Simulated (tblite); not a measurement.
C5H5NO2Si.
Atom-mapped SMILES: `[N:1]#[C:2]/[CH:3]=[CH:4]\[C:5](=[O:6])[SiH2:7][CH:8]=[O:9]` (hydrogens: H10 on C3; H11 on C4; H12, H13 on Si7; H14 on C8)

Structure optimised with GFN2-xTB, isolated species.

(1) List the bond lengths, angles and torsions at this level.

Results:

(1) 
| bond | length (Å) |
| --- | --- |
| N1≡C2 | 1.147 |
| C2–C3 | 1.409 |
| C3=C4 | 1.339 |
| C4–C5 | 1.471 |
| C5=O6 | 1.210 |
| C5–Si7 | 1.936 |
| Si7–C8 | 1.927 |
| C8=O9 | 1.205 |
| C3–H10 | 1.083 |
| C4–H11 | 1.082 |
| Si7–H12, Si7–H13 | 1.458 |
| C8–H14 | 1.109 |

Bonds in one row agree within 0.01 Å and their mean is given. A selection of angles:
| angle | degrees |
| --- | --- |
| N1–C2–C3 | 176.9 |
| C2–C3–C4 | 123.5 |
| C3–C4–C5 | 122.7 |
| C4–C5–O6 | 124.2 |
| C4–C5–Si7 | 114.9 |
| O6–C5–Si7 | 120.8 |
| C5–Si7–C8 | 101.8 |
| Si7–C8–O9 | 121.9 |

Torsions: C2–C3–C4–C5 2° (synperiplanar); C3–C4–C5–O6 -38° (synclinal); C4–C5–Si7–C8 64° (synclinal); C5–Si7–C8–O9 -60° (synclinal). The mirror-image conformer, all signs reversed, is as good.

Si7 (SiH2 silicon) is distorted tetrahedral (angles from 101.8° to 116.2°). Of the pairs four or more bonds apart, C2···O6 is among the closest relative to their van der Waals radii: 2.88 Å, 90 % of the sum of Bondi's values. The C–C distances run from 1.339 Å (C3=C4, drawn double) to 1.471 Å (C4–C5, drawn single), a spread of 0.132 Å.

Point group: C1 (no symmetry element, even within 0.4 Å). Its GFN2-xTB frequencies are all real (lowest 21 cm⁻¹). The numbers are those of one conformer. 3 starts were optimised and ended at 0.00, 0.05 and 1.19 kcal/mol (GFN2-xTB); the lowest of these is shown.

The numbers are calculated, not measured.
